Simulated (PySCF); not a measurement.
Job file and geometry (Å, from GFN2-xTB) of an NMR shielding run on `InChI=1S/C6H6F2Si/c1-2-9(8)4-3-6(9)5-7/h1,3H,4-5H2/t9-/m0/s1`, PySCF, GIAO PBE0/pcSseg-1 NMR shielding, non-relativistic, gas phase; density fitting, a coarse starting grid and PySCF grid level 2 are the driver's defaults:

```
$ OMP_NUM_THREADS=1 python probes_run.py task.json out

{"job": {"kind": "nmr", "xc": "PBE0", "basis": "pcSseg-1"}, "charge": 0, "multiplicity": 1}
C      3.405535    -0.656634    -0.260831
C      2.323492    -0.160554    -0.424958
Si     0.653903     0.576988    -0.643536
F      0.575593     1.169529    -2.148633
C     -0.101565     1.720853     0.707148
C     -1.199671     0.698412     0.862357
C     -0.922508    -0.268795    -0.019155
C     -1.672451    -1.520764    -0.307281
F     -0.810383    -2.584864    -0.469440
H      4.356544    -1.086785    -0.129155
H      0.468593     1.873766     1.621752
H     -0.465847     2.694312     0.381886
H     -2.029249     0.774891     1.546919
H     -2.354276    -1.785601     0.509184
H     -2.232123    -1.436767    -1.248167
```

Problem. What does the program print?

Solution. 
```
coarse grid: 14032 points
cycle   1  E = -720.5642903770  dE =  1.203e+00  |g| = 7.702e-01  |ddm| = 3.748e+00
cycle   2  E = -720.5046988017  dE =  5.959e-02  |g| = 1.031e+00  |ddm| = 1.346e+00
cycle   3  E = -720.6736125876  dE = -1.689e-01  |g| = 1.116e-01  |ddm| = 7.593e-01
cycle   4  E = -720.6758201600  dE = -2.208e-03  |g| = 3.967e-02  |ddm| = 1.188e-01
cycle   5  E = -720.6760968854  dE = -2.767e-04  |g| = 1.930e-02  |ddm| = 4.148e-02
cycle   6  E = -720.6761816303  dE = -8.474e-05  |g| = 5.886e-03  |ddm| = 1.533e-02
cycle   7  E = -720.6761892300  dE = -7.600e-06  |g| = 1.702e-03  |ddm| = 4.895e-03
final grid: 134616 points
cycle   8  E = -720.7430996575  dE = -3.866e-05  |g| = 7.535e-03  |ddm| = 3.312e-02
cycle   9  E = -720.7430891599  dE =  1.050e-05  |g| = 1.020e-02  |ddm| = 1.521e-02
cycle  10  E = -720.7431134933  dE = -2.433e-05  |g| = 2.048e-03  |ddm| = 8.704e-03
cycle  11  E = -720.7431143610  dE = -8.677e-07  |g| = 6.225e-04  |ddm| = 1.642e-03
cycle  12  E = -720.7431144527  dE = -9.171e-08  |g| = 1.972e-04  |ddm| = 5.909e-04
cycle  13  E = -720.7431144599  dE = -7.234e-09  |g| = 4.531e-05  |ddm| = 1.407e-04
cycle  14  E = -720.7431144603  dE = -3.931e-10  |g| = 1.980e-05  |ddm| = 5.941e-05
converged SCF energy = -720.7431144603

GIAO shielding tensors (ppm)
atom      isotropic    diamagn.    paramagn.     s11        s22        s33       span
  0 C       82.897     259.650    -176.754     -3.108      3.484    248.314    251.422
  1 C      102.359     258.197    -155.838      4.766     12.445    289.867    285.100
  2 Si     371.943     877.800    -505.857    335.949    373.678    406.202     70.253
  3 F      340.463     467.630    -127.166    322.228    331.831    367.331     45.102
  4 C      153.761     256.942    -103.180    134.944    153.005    173.334     38.390
  5 C       32.146     257.688    -225.542    -85.953     28.107    154.284    240.237
  6 C       23.722     263.482    -239.760    -65.919     26.447    110.637    176.556
  7 C      102.360     238.378    -136.018     71.480     85.868    149.732     78.252
  8 F      413.897     473.046     -59.149    370.967    410.229    460.494     89.527
  9 H       29.633      32.364      -2.731     24.639     24.802     39.458     14.819
 10 H       29.568      30.927      -1.359     26.523     27.535     34.646      8.123
 11 H       29.469      30.072      -0.604     26.622     27.038     34.746      8.124
 12 H       24.419      32.916      -8.497     22.678     24.297     26.282      3.604
 13 H       26.602      27.716      -1.114     22.499     27.137     30.170      7.672
 14 H       26.470      26.952      -0.482     22.911     26.666     29.832      6.921
```

Problem. Turn these shieldings into chemical shifts. Chemical shifts δ = σref − σ; $^{13}$C (σref 186.93) and $^{29}$Si (σref 349.16) and $^{1}$H (σref 31.72) vs TMS; CFCl3 for $^{19}$F (σref 170.95), all at this level.

Solution. Averaging equivalent atoms: C 6: 163.2; C 5: 154.8; C 0: 104.0; C 1: 84.6; C 7: 84.6; C 4: 33.2; Si 2: -22.8; F 3: -169.5; F 8: -243.0; H 12: 7.30; H 14: 5.25; H 13: 5.12; H 11: 2.25; H 10: 2.15; H 9: 2.08 ppm. Unscaled 19F shifts against computed CFCl3 carry errors that often reach 10 to 50 ppm.

Size and cost of the density-fitted run: 190 basis functions, 53 s wall time on 1 thread of an Intel Xeon, shared host; peak memory 0.84 GiB.
